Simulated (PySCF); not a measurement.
C2H5N3Si, SMILES N[SiH]1N=CC=N1.

Geometry: B3LYP-D3(BJ)/def2-SVP. The structure was generated by enumeration, and PubChem lists no compound with its InChIKey, so it may never have been made. Other conformers were not sampled.

Two levels are set side by side: TDDFT-PBE/def2-SVPD (PySCF) and TDDFT-B3LYP/def2-SVPD (PySCF). Vertical, same geometry. The lowest singlet is HOMO→LUMO 96 % with PBE and HOMO→LUMO 93 % with the other functional; states are paired by order. Differences are taken from unrounded values.

```
quantity                              TDDFT-B3LYP  TDDFT-PBE  TDDFT-PBE minus TDDFT-B3LYP
------------------------------------  -----------  ---------  ---------------------------
lowest singlet excitation (eV)               3.41       2.95                        -0.45
lowest triplet excitation (TDA) (eV)         2.90       2.52                        -0.38
```

Functionals without exact exchange tend to place singlet excitations lower, as here. Differences between two approximate levels are no errors against the true value.

Rough cost on one machine, each run with all the roots and properties that it gave: TDDFT-B3LYP against TDDFT-PBE about 3 times.
